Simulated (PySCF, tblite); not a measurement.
A set of runs on `[NH]([GeH3])[SiH2]C(O)=O`; the geometry of each is named by its level. Settings lines and outputs come from a driver script.

CH7GeNO2Si.
Atom-mapped SMILES: `[O:1]=[C:2]([OH:3])[SiH2:4][NH:5][GeH3:6]` (hydrogens: H7 on O3; H8, H9 on Si4; H10 on N5; H11, H12, H13 on Ge6)

Step 1: GFN2-xTB geometry optimisation, gas phase (tblite 0.8.0) (from a force-field or distance-geometry start)
```json
{"job": {"kind": "relax", "xc": "GFN2-xTB", "basis": "xTB"}, "charge": 0, "multiplicity": 1}
```
```
step      E/eV     max force
  0    -555.42523    5.343
  1    -555.60953    5.469
  2    -555.79191    0.907
...
121    -556.37970    0.031
122    -556.37978    0.025
123    -556.37981    0.019
124    -556.37983    0.013
125    -556.37984    0.009
```

Energy lowered by 22.0 kcal/mol over 125 steps; largest atomic force 0.009 eV/Å at the end. «max force» is the largest atomic force in eV/Å.

The run took 0.59 s on one thread, Arm Neoverse V2 (aarch64), no GPU (shared host).

Step 2: GFN2-xTB harmonic vibrations, gas phase (tblite 0.8.0) (on the GFN2-xTB geometry)
```json
{"job": {"kind": "ir", "xc": "GFN2-xTB", "basis": "xTB"}, "charge": 0, "multiplicity": 1}
```
```
(table of modes left out)
```

33 modes from 58 to 3462 cm⁻¹ (unscaled, harmonic); zero-point energy 48.3 kcal/mol; all wavenumbers are real at this level.

On Arm Neoverse V2, one thread, shared host, this took 0.29 s wall.

Step 3: TDDFT PBE0/def2-SVPD, vertical, gas phase, core orbitals frozen in the response (PySCF 2.14.0, density-fitted response routines) (on the GFN2-xTB geometry)
```json
{"job": {"kind": "uv", "xc": "PBE0", "basis": "def2-SVPD", "nstates": 8, "ntriplets": 3}, "charge": 0, "multiplicity": 1}
```
```
...
Static polarisability (au): isotropic 83.000, principal 67.136 84.127 97.738
Singlet excitations
state   eV       nm        f      main configurations
  1   5.1440    241.0   0.00223   H-1->L 0.87
  2   5.2402    236.6   0.01324   H->L 0.94
  3   5.8627    211.5   0.00833   H->L+1 0.99
  4   6.4879    191.1   0.01769   H->L+2 0.54, H->L+3 0.42
  5   6.8672    180.5   0.00019   H->L+3 0.53, H->L+2 0.43
  6   6.9339    178.8   0.02572   H-1->L+1 0.93
  7   7.0638    175.5   0.00300   H-2->L 0.91
  8   7.1793    172.7   0.00361   H->L+4 0.89
Triplet excitations (Tamm-Dancoff, eV): 4.4792 5.0819 5.5254
```

HOMO -7.28 eV, LUMO -0.87 eV; lowest singlet 5.14 eV; lowest triplet 4.48 eV (Tamm–Dancoff); mean polarisability 83.0 au.

The run took 32 s of wall time on one thread of an Arm Neoverse V2 (shared host).

Geometry of the electronic-property runs (GFN2-xTB):
```
atom  x, y, z in Å
O1     0.8478   -1.3745    0.3253
C2     1.4336   -0.3612    0.0119
O3     2.7603   -0.3303   -0.0782
Si4    0.5696    1.2932   -0.3858
N5    -1.0568    0.8416   -0.1230
Ge6   -1.7689   -0.8113    0.3094
H7     3.1480   -1.1988    0.1370
H8     1.0614    2.3001    0.5590
H9     0.8932    1.6355   -1.7753
H10   -1.7510    1.5629   -0.2340
H11   -1.3916   -1.2358    1.6869
H12   -1.4990   -1.8224   -0.7510
H13   -3.2511   -0.4986    0.3002
```

 (This holds for the electronic-property runs.)

One conformer stands for the species.
